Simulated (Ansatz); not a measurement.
Reaction (isomerisation): `[CH3][In]1[CH2][S]1` → `S/C=[CH]\[InH2]`

Computed with Ansatz on PBE0-D4/def2-TZVP structures; ΔE is electronic, products minus reactants. CCSD(T)/CBS is the MP2 limit (def2-TZVPP, def2-QZVPP) plus CCSD(T) − MP2 in def2-TZVPP, frozen cores. DFT in def2-TZVPP. B3LYP here is the variant with VWN-RPA as its local correlation; programs differ in this. HSE06 is defined as in plane-wave codes. Elements past krypton have def2 core potentials. For In outer-core shells are correlated without core-valence functions, which leaves a few kJ/mol of doubt a bond. One conformer a species, not always the lowest.

| level | ΔE (kJ/mol) | difference from CCSD(T)/CBS |
| --- | --- | --- |
| LDA (SPW92) | 110.9 | -5.3 |
| BLYP-D4 | 92.0 | -24.2 |
| HSE06-D4 | 112.1 | -4.1 |
| ωB97X-V | 99.1 | -17.1 |
| B2PLYP | 108.6 | -7.6 |
| PBE | 113.7 | -2.5 |
| revPBE | 113.0 | -3.2 |
| PBE0 | 114.0 | -2.2 |
| B3LYP | 100.4 | -15.8 |
| CCSD/def2-SVP | 76.1 | -40.1 |
| HF/def2-TZVPP | 74.4 | -41.8 |
| SCS-MP2/def2-TZVPP | 113.5 | -2.7 |
| CCSD/def2-TZVPP | 102.8 | -13.4 |
| SCS-MP2/def2-QZVPP | 118.6 | 2.4 |
| HF/CBS(def2) | 75.1 | -41.1 |
| CCSD/CBS(def2) | 112.2 | -4.0 |
| CCSD(T)/CBS | 116.2 | 0 |

Largest T1 diagnostic among the species: 0.015.

The D4 term adds −5.6 kJ/mol with B3LYP and −3.0 kJ/mol with PBE0; it sums over pairs of atoms, weighted by their polarisabilities, and B3LYP, whose exchange is more repulsive, gets the larger term. In def2-TZVPP, CCSD(T) changes the Hartree–Fock value by +32.3 kJ/mol (the triples alone add +4.0 kJ/mol) and MP2 by +52.2 kJ/mol. From BLYP to BHLYP (50 % exact exchange), in def2-TZVPP and without D4, ΔE moves by −3.0 kJ/mol.

CCSD(T)/CBS has its own doubt, a few kJ/mol and more with outer-core shells, so smaller differences from it don't rank the levels.
